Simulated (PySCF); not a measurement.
# Electric field gradients and quadrupole coupling constants

Compound: F3Si(SH), F3HSSi.
Cartesian coordinates in Å at the PBE0-D3(BJ)/def2-SVP level; atoms count from 1:
```
atom  x, y, z in Å
F1    -1.205   -0.148    1.238
Si2   -0.415   -0.167   -0.153
F3    -0.878    1.149   -0.934
F4    -0.890   -1.448   -0.978
S5     1.663   -0.287    0.074
H6     1.731    0.905    0.710
```

Field gradients from the PBE0/pcSseg-1 density (PySCF, non-relativistic), principal values in atomic units, ordered |Vxx| ≤ |Vyy| ≤ |Vzz|:

```
atom     Vxx     Vyy      Vzz
  S5  0.4104  1.8516  -2.2621
```

Task: Find the asymmetry η = (Vxx − Vyy)/Vzz and the couplings χ = eQV/h (234.96 MHz × Q in barn × V in au), with Q(33S) = −0.0678 b.

Result: 
```csv
atom,environment,nucleus,η,χzz (MHz),χxx (MHz),χyy (MHz)
S5,sulfur bonded to Si and H,33S,0.64,36.04,-6.54,-29.50
```

The tensor is traceless: Vxx + Vyy + Vzz = 0.

Task: What is Vzz at S5 in SI units (1 au = 9.71736 × 10²¹ V/m²)?

Result: -2.2621 au = -21.981 × 10²¹ V/m².

Task: And the gradient at the other heavy atoms, for which no coupling is worked out here?

Result: 
| atom | environment | Vzz (au) | η |
| --- | --- | --- | --- |
| F1 | silicon-bound fluorine | 1.348 | 0.07 |
| Si2 | fluorine-bound silicon | -0.231 | 0.11 |
| F3 | silicon-bound fluorine | 1.348 | 0.08 |
| F4 | silicon-bound fluorine | 1.348 | 0.01 |

Isolated species at its PBE0-D3(BJ)/def2-SVP geometry, gas phase. With a basis this small, the couplings can be 20 % off.
